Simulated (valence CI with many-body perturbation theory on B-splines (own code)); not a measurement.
E1 line list for Ta58+

Method: valence CI with perturbative core correlation (CI+MBPT): five valence electrons over a frozen Dirac-Fock core [Ne], radial functions for each j: 9 s, 9 p, 8 d, 6 f, 3 g, 1 h, with the one-electron correlation potential Σ1, the two-electron term Σ2, the three-electron term Σ3, Breit, model QED; selected CI, second order for the rest (own B-spline code, finite nucleus).

No measured spectrum was set against this ion. As an estimate, large intervals hold to a few tenths of a per cent, small ones and those within an open d or f shell to about a per cent. Among the levels kept, up to 550 cm⁻¹ of a level comes from second order outside the variational space, and about a tenth of that is noise between levels of different J, which matters for small intervals.

Lines 51 to 100 of 219 in falling wavelength, among levels below 7193.4 × 10³ cm⁻¹, chosen from the strongest by gf and those to the six lowest levels. Wavelengths and rates use the calculated energies. Electric multipoles are in the length gauge, E1 and E2 with the static RPA response of the core. Weak lines are less certain than strong ones. Lines between different terms over intervals too small for the method are left out, as are lines whose strength nearly cancels. The highest levels of a list are the least certain.

Levels are named by their leading jj configuration (3d3/2^4 stands for four electrons in 3d with j = 3/2), which in mixed levels can hold well under half, so a name can repeat and another be missing. Letters in brackets count levels of one name in rising energy.

```csv
λ vac (Å),Upper,Lower,A (s⁻¹),S (a.u.) with core polarisation,S without
64.47,(3s 3p1/2^2 3p3/2 3d3/2) J=3/2 [a],(3s 3p1/2^2 3p3/2^2) J=1/2,3.65e+09,1.93e-03,1.96e-03
64.25,(3s^2 3p1/2 3d3/2^2) J=3/2,(3s^2 3p1/2 3p3/2 3d5/2) J=5/2 [a],2.54e+09,1.33e-03,1.35e-03
64.20,(3s 3p1/2 3p3/2^3) J=3/2 [b],(3s^2 3p3/2^3) J=3/2,2.30e+10,1.20e-02,1.22e-02
64.15,(3s 3p1/2^2 3p3/2 3d5/2) J=7/2 [a],(3s^2 3p1/2 3p3/2 3d5/2) J=7/2 [a],3.91e+09,4.07e-03,4.14e-03
63.96,(3s 3p1/2^2 3p3/2 3d3/2) J=3/2 [b],(3s^2 3p1/2 3p3/2 3d3/2) J=3/2 [a],7.36e+09,3.80e-03,3.86e-03
63.90,(3s 3p1/2^2 3p3/2 3d3/2) J=3/2 [b],(3s^2 3p1/2 3p3/2 3d3/2) J=1/2 [a],8.25e+09,4.25e-03,4.32e-03
63.89,(3s 3p1/2^2 3p3/2 3d3/2) J=3/2 [a],(3s 3p1/2^2 3p3/2^2) J=3/2,5.21e+09,2.69e-03,2.72e-03
63.76,(3s 3p1/2^2 3p3/2 3d3/2) J=1/2 [a],(3s 3p1/2^2 3p3/2^2) J=1/2,5.48e+09,1.40e-03,1.42e-03
63.74,(3s 3p1/2^2 3p3/2 3d5/2) J=7/2 [b],(3s^2 3p1/2 3p3/2 3d5/2) J=5/2 [a],1.10e+09,1.12e-03,1.14e-03
63.16,(3s 3p1/2^2 3p3/2 3d3/2) J=5/2 [b],(3s^2 3p1/2 3p3/2 3d3/2) J=7/2,4.64e+10,3.46e-02,3.51e-02
62.86,(3s 3p1/2^2 3p3/2 3d3/2) J=3/2 [b],(3s^2 3p1/2 3p3/2 3d3/2) J=5/2 [a],2.45e+10,1.20e-02,1.22e-02
62.81,(3s 3p1/2^2 3p3/2 3d5/2) J=7/2 [b],(3s^2 3p1/2 3p3/2 3d5/2) J=9/2,3.79e+10,3.71e-02,3.77e-02
62.59,(3s^2 3p1/2 3d3/2^2) J=5/2,(3s^2 3p1/2 3p3/2 3d3/2) J=5/2 [b],8.45e+09,6.14e-03,6.23e-03
62.10,(3s^2 3p1/2 3p3/2 3d3/2) J=1/2 [a],(3s^2 3p1/2 3p3/2^2) J=1/2,2.94e+09,6.96e-04,7.05e-04
62.04,(3s^2 3p1/2 3p3/2 3d3/2) J=3/2 [a],(3s^2 3p1/2 3p3/2^2) J=1/2,2.29e+09,1.08e-03,1.09e-03
62.00,(3s^2 3p1/2 3d3/2 3d5/2) J=5/2,(3s^2 3p1/2 3p3/2 3d5/2) J=3/2 [b],3.08e+09,2.18e-03,2.21e-03
61.98,(3s 3p1/2^2 3p3/2^2) J=3/2,(3s^2 3p1/2 3p3/2^2) J=3/2,1.54e+10,7.22e-03,7.33e-03
61.44,(3s 3p1/2^2 3p3/2^2) J=1/2,(3s^2 3p1/2 3p3/2^2) J=3/2,2.90e+08,6.65e-05,6.73e-05
61.21,(3s^2 3p1/2 3d3/2 3d5/2) J=3/2,(3s^2 3p1/2 3p3/2 3d5/2) J=1/2,5.02e+09,2.27e-03,2.30e-03
60.63,(3s^2 3p1/2 3d3/2 3d5/2) J=7/2,(3s^2 3p1/2 3p3/2 3d5/2) J=7/2 [b],6.05e+09,5.33e-03,5.40e-03
60.47,(3s 3p1/2^2 3p3/2 3d3/2) J=5/2 [b],(3s^2 3p1/2 3p3/2 3d3/2) J=3/2 [a],5.13e+09,3.36e-03,3.41e-03
60.32,(3s^2 3p1/2 3d3/2 3d5/2) J=7/2,(3s^2 3p1/2 3p3/2 3d5/2) J=5/2 [b],2.33e+09,2.02e-03,2.05e-03
59.47,(3s^2 3p1/2 3d3/2 3d5/2) J=5/2,(3s^2 3p1/2 3p3/2 3d5/2) J=7/2 [b],3.94e+09,2.46e-03,2.49e-03
59.23,(3s 3p1/2^2 3p3/2 3d3/2) J=1/2 [b],(3s^2 3p1/2 3p3/2 3d3/2) J=3/2 [a],4.77e+10,9.79e-03,9.94e-03
59.18,(3s 3p1/2^2 3p3/2 3d3/2) J=1/2 [b],(3s^2 3p1/2 3p3/2 3d3/2) J=1/2 [a],8.19e+09,1.67e-03,1.70e-03
59.00,(3s 3p1/2^2 3p3/2 3d5/2) J=7/2 [b],(3s^2 3p1/2 3p3/2 3d5/2) J=7/2 [a],1.82e+10,1.47e-02,1.50e-02
58.96,(3s 3p1/2^2 3p3/2 3d5/2) J=3/2 [b],(3s^2 3p1/2 3p3/2 3d5/2) J=5/2 [a],1.28e+10,5.18e-03,5.26e-03
58.61,(3s^2 3p1/2 3p3/2 3d3/2) J=5/2 [a],(3s^2 3p1/2 3p3/2^2) J=5/2,6.08e+09,3.62e-03,3.67e-03
58.55,(3s 3p1/2^2 3p3/2 3d5/2) J=5/2 [b],(3s^2 3p1/2 3p3/2 3d5/2) J=3/2 [a],7.78e+09,4.63e-03,4.69e-03
57.68,(3s^2 3p1/2 3p3/2 3d3/2) J=3/2 [a],(3s^2 3p1/2 3p3/2^2) J=5/2,1.63e+10,6.19e-03,6.28e-03
57.42,(3s^2 3p1/2 3d3/2 3d5/2) J=3/2,(3s^2 3p1/2 3p3/2 3d5/2) J=5/2 [b],3.34e+09,1.25e-03,1.27e-03
56.75,(3s^2 3p1/2 3d3/2 3d5/2) J=9/2,(3s^2 3p1/2 3p3/2 3d5/2) J=7/2 [b],3.46e+09,3.12e-03,3.16e-03
56.71,(3s 3p1/2^2 3p3/2 3d3/2) J=3/2 [b],(3s 3p1/2^2 3p3/2^2) J=1/2,5.30e+09,1.91e-03,1.94e-03
56.26,(3s 3p1/2^2 3p3/2 3d3/2) J=3/2 [b],(3s 3p1/2^2 3p3/2^2) J=3/2,1.35e+10,4.73e-03,4.80e-03
56.03,(3s 3p1/2^2 3p3/2 3d3/2) J=5/2 [a],(3s 3p1/2^2 3p3/2^2) J=5/2,6.62e+09,3.45e-03,3.50e-03
55.55,(3s^2 3p1/2 3p3/2 3d3/2) J=5/2 [a],(3s^2 3p1/2 3p3/2^2) J=3/2,6.92e+06,3.51e-06,3.62e-06
55.49,(3s 3p1/2^2 3p3/2 3d3/2) J=3/2 [a],(3s 3p1/2^2 3p3/2^2) J=5/2,1.64e+10,5.55e-03,5.63e-03
55.43,(3s^2 3p1/2 3p3/2 3d3/2) J=7/2,(3s^2 3p1/2 3p3/2^2) J=5/2,1.08e+09,7.25e-04,7.36e-04
54.95,(3s^2 3p1/2^2 3d3/2) J=3/2,(3s^2 3p1/2^2 3p3/2) J=3/2,1.20e+10,3.91e-03,3.97e-03
54.92,(3s^2 3p1/2 3d3/2 3d5/2) J=7/2,(3s^2 3p1/2 3p3/2 3d5/2) J=5/2 [a],3.92e+09,2.56e-03,2.60e-03
54.77,(3s^2 3p1/2 3p3/2 3d3/2) J=1/2 [a],(3s^2 3p1/2 3p3/2^2) J=3/2,4.69e+09,7.60e-04,7.70e-04
54.72,(3s^2 3p1/2 3p3/2 3d3/2) J=3/2 [a],(3s^2 3p1/2 3p3/2^2) J=3/2,9.04e+08,2.92e-04,2.95e-04
54.00,(3s^2 3p1/2 3d3/2^2) J=1/2,(3s^2 3p1/2 3p3/2 3d3/2) J=1/2 [b],1.56e+10,2.42e-03,2.46e-03
53.52,(3s 3p1/2^2 3p3/2 3d3/2) J=7/2,(3s 3p1/2^2 3p3/2^2) J=5/2,3.56e+09,2.16e-03,2.19e-03
52.57,(3s 3p1/2^2 3p3/2 3d3/2) J=1/2 [b],(3s 3p1/2^2 3p3/2^2) J=3/2,6.14e+09,8.80e-04,8.92e-04
52.54,(3s^2 3p1/2 3d3/2^2) J=5/2,(3s^2 3p1/2 3p3/2 3d3/2) J=3/2 [a],2.97e+09,1.28e-03,1.29e-03
52.50,(3s^2 3p1/2 3d3/2 3d5/2) J=3/2,(3s^2 3p1/2 3p3/2 3d5/2) J=5/2 [a],3.06e+09,8.74e-04,8.86e-04
51.80,(3s^2 3p1/2 3d3/2^2) J=5/2,(3s^2 3p1/2 3p3/2 3d3/2) J=5/2 [a],7.28e+09,2.99e-03,3.04e-03
51.36,(3s^2 3p1/2 3d3/2 3d5/2) J=7/2,(3s^2 3p1/2 3p3/2 3d5/2) J=7/2 [a],2.64e+09,1.41e-03,1.43e-03
51.27,(3s^2 3p1/2 3d3/2 3d5/2) J=1/2,(3s^2 3p1/2 3p3/2 3d5/2) J=3/2 [a],7.52e+09,1.00e-03,1.01e-03
```
